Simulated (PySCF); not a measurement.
C3H3BrF2, SMILES Br/C=C\C(F)F. Atoms are numbered in the order given.

```xyz
9

F     -0.3214     2.4670    -1.0961
C     -0.2693     1.6598     0.0000
F     -0.3214     2.4670     1.0961
C      1.0199     0.9033     0.0000
C      1.1690    -0.4208     0.0000
Br    -0.2470    -1.6827     0.0000
H     -1.1572     1.0081     0.0000
H      1.9203     1.5272     0.0000
H      2.1495    -0.8994     0.0000
```

The structure is a stationary point at B3LYP-D3(BJ)/def2-SVP. The structure was generated by enumeration; whether it is a known compound was not checked. Other conformers were not sampled.

Two levels are set side by side: PBE/pcSseg-1 (PySCF) and B3LYP/pcSseg-1 (PySCF). GIAO shifts against CFCl3 (¹⁹F), TMS (¹H), TMS (¹³C) at the same level; non-relativistic, no solvent, atoms listed together averaged. Without spin–orbit terms, shifts of atoms bonded to Cl or Br come out too high at both levels. Differences are taken from unrounded values.

```
quantity                 B3LYP
----------------------  ------
δ(¹⁹F) of F1, F3 (ppm)  -135.6
δ(¹³C) of C2 (ppm)       120.2
δ(¹³C) of C4 (ppm)       141.5
δ(¹³C) of C5 (ppm)       141.5
δ(¹H) of H7 (ppm)         6.97
δ(¹H) of H8 (ppm)         6.52
δ(¹H) of H9 (ppm)         6.77
```

**Question.** What does PBE give, and how far is it from B3LYP? (An estimate is asked for; the answer gives what the named calculation found.)

**Answer.** 
```json
[
 {"quantity": "δ(¹⁹F) of F1, F3 (ppm)", "PBE": "-148.3", "PBE minus B3LYP": "-12.7"},
 {"quantity": "δ(¹³C) of C2 (ppm)", "PBE": "123.0", "PBE minus B3LYP": "2.8"},
 {"quantity": "δ(¹³C) of C4 (ppm)", "PBE": "138.9", "PBE minus B3LYP": "-2.6"},
 {"quantity": "δ(¹³C) of C5 (ppm)", "PBE": "138.4", "PBE minus B3LYP": "-3.1"},
 {"quantity": "δ(¹H) of H7 (ppm)", "PBE": "7.17", "PBE minus B3LYP": "0.19"},
 {"quantity": "δ(¹H) of H8 (ppm)", "PBE": "6.54", "PBE minus B3LYP": "0.01"},
 {"quantity": "δ(¹H) of H9 (ppm)", "PBE": "6.76", "PBE minus B3LYP": "-0.01"}
]
```

Rough cost on one machine, each run with all the roots and properties that it gave: B3LYP against PBE within a factor of 2.
